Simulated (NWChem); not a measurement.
Species: CH5NSi2; SMILES C1=N[SiH2][SiH2]1

```xyz
9

C      1.3509    -0.3952     0.0000
N      1.2034     0.8827     0.0000
Si    -0.5922     1.0862     0.0000
Si    -0.3789    -1.2484     0.0000
H      2.3699    -0.8317     0.0000
H     -1.0844     1.8044     1.2134
H     -1.0844     1.8044    -1.2134
H     -0.7037    -2.0651     1.2124
H     -0.7037    -2.0651    -1.2124
```
Atoms are numbered in this order, from 1.

Level: PBE0/def2-SVP (NWChem), optimised geometry, unscaled harmonic frequencies. 

Q: List the harmonic frequencies with IR intensities, and the thermochemistry.

A: 
```
frequency (cm⁻¹)  IR intensity (km/mol)
----------------  ---------------------
155                                 5.4
361                                14.3
424                                 4.5
452                                10.7
559                                 0.2
578                                 7.7
626                                21.9
678                                 8.7
706                                26.7
749                                90.3
819                               125.8
917                                37.7
933                               103.8
945                               103.3
1298                               16.8
1630                               47.1
2207                              116.1
2219                               59.8
2232                               93.7
2241                              132.7
3045                               54.9
```

```yaml
zero_point_energy: 34.0 kcal/mol
thermal correction to the enthalpy at 298.15 K (with zero-point energy): 38.0 kcal/mol
heat capacity Cv: 20.0 cal/(mol K)
entropy at 298.15 K and 1 atm (symmetry number 1): 73.2 cal/(mol K)
dipole_moment: 1.77 D
```

Rigid rotor and harmonic oscillator.
